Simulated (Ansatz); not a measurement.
Stepwise reaction of digermane with water, as a gas-phase model of exchange steps in deposition or etching. ΔE in kJ/mol.

Computed with Ansatz on PBE0-D4/def2-TZVP structures; ΔE is electronic, products minus reactants. CCSD(T)/CBS is the MP2 limit (def2-TZVPP, def2-QZVPP) plus CCSD(T) − MP2 in def2-TZVPP, frozen cores. This one scheme is used for every species. DFT in def2-TZVPP. B3LYP here is the variant with VWN-RPA as its local correlation; programs differ in this. For Ge outer-core shells are correlated without core-valence functions, which leaves a few kJ/mol of doubt a bond. Scalar relativity is left out up to krypton. Each species was taken in one conformer, which may not be the lowest.

```tsv
step	reaction	PBE-D4	B3LYP-D4	ωB97M-V	CCSD(T)/CBS
2	`[OH][GeH2][GeH3]` + H₂O → `[OH][GeH]([OH])[GeH3]` + H₂	-18.7	-21.7	-20.9	-19.1
```

Problem. Give the row of step 1, `[GeH3][GeH3]` + H₂O → `[OH][GeH2][GeH3]` + H₂. (Estimate.)

Solution. Computed: 
| step | reaction | PBE-D4 | B3LYP-D4 | ωB97M-V | CCSD(T)/CBS |
| --- | --- | --- | --- | --- | --- |
| 1 | `[GeH3][GeH3]` + H₂O → `[OH][GeH2][GeH3]` + H₂ | 5.0 | 2.8 | 5.7 | 8.0 |

Problem. By hand: ΔE of the 2 steps together at CCSD(T)/CBS.

Solution. (8.0) + (-19.1) = -11.1 kJ/mol, or -5.6 kJ/mol a step.

In ΔE each step is lower than the one before. PBE-D4 differs from CCSD(T)/CBS by -3.0 to 0.4 kJ/mol a step. Isolated molecules leave out the surface, adducts and barriers. Largest T1 diagnostic: 0.012.
